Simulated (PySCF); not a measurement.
## [Pb(CH3)]+ at several levels of theory

Computed with PySCF 2.14.0 (density fitting, no spin-orbit coupling) at the geometry relaxed with B3LYP:

```xyz
5
[Pb(CH3)]+ (singlet)
Pb    0.0000    0.0000   -0.0458
C     0.0000    0.0000    2.2142
H    -1.0384    0.0000    2.5903
H     0.5192   -0.8993    2.5903
H     0.5192    0.8993    2.5903
```

```json
{"level": "B3LYP", "basis": "Pb def2-SVP with ECP60, C def2-SVP, H def2-SVP", "state": "singlet", "HOMO (eV)": "-12.38", "gap (eV)": "3.57", "charge on Pb1 (e)": "1.02", "dipole about the centre of mass (D)": "0.66", "largest force component (eV/Å)": "0.01"}
{"level": "r2SCAN", "basis": "the same", "state": "singlet", "HOMO (eV)": "-11.76", "gap (eV)": "2.73", "charge on Pb1 (e)": "1.05", "dipole about the centre of mass (D)": "0.66", "largest force component (eV/Å)": "0.25"}
{"level": "B3LYP", "basis": "Pb def2-TZVP with ECP60, C def2-TZVP, H def2-TZVP", "state": "singlet", "HOMO (eV)": "-12.35", "gap (eV)": "3.54", "charge on Pb1 (e)": "1.06", "dipole about the centre of mass (D)": "0.60", "largest force component (eV/Å)": "0.33"}
{"level": "B3LYP", "basis": "Pb x2c-SVPall, C x2c-SVPall, H x2c-SVPall", "state": "singlet", "HOMO (eV)": "-12.41", "gap (eV)": "3.56", "charge on Pb1 (e)": "1.06", "dipole about the centre of mass (D)": "0.63", "largest force component (eV/Å)": "0.38"}
```

Charges are Mulliken's, which hang on the basis. The relaxation used the grid (50, 194), these runs (75, 302) or, all-electron (x2c bases, spin-free X2C Hamiltonian), (99, 590).

Q: A further run in the first row's basis gives HOMO (eV) -14.71, gap (eV) 8.21, charge on Pb1 (e) 1.05, dipole about the centre of mass (D) 0.51, largest force component (eV/Å) 0.40. Which level was it?
A. wB97X
B. PBE0
C. TPSSh

A: A. The others give HOMO -11.97 eV (TPSSh); -12.57 eV (PBE0).

In the first row's basis the gap widens with exact exchange: 2.7 eV for r2SCAN (none); 3.1 to 4.1 eV for TPSSh, B3LYP, PBE0 (a fixed share); 8.2 eV for wB97X (rising or full at long range).
